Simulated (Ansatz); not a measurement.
A structure relaxed at r2SCAN-D4/def2-SVP in Ansatz, charge 0, doublet:

```xyz
6

Ti    1.458    1.023    0.144
Ti   -1.073    0.626   -0.712
Ti    0.349   -1.353   -0.119
B    -1.364   -0.664    0.930
B     0.770    0.104   -1.535
B    -0.141    0.265    1.292
```

Question: Give its formula.

Answer: the cluster Ti₃B₃.

Question: Summarise the bond lengths by kind (pairs closer than 1.2 times the sum of covalent radii, bridged metal pairs left out).

Answer: 8 × B–Ti 2.03 to 2.24 Å; 3 × Ti–Ti 2.51 to 2.70 Å; 1 × B–B 1.58 Å.

The charge 0 doublet is spin-contaminated (final ⟨S²⟩ up to 1.66, 0.75 for a pure state). The relaxation made no stability test and no search for a lower SCF solution. No other spin state of charge 0 was run. Another isomer (quartet) lies 0.24 eV lower at PBE0-D4/def2-TZVP; other spin states weren't run for this one.
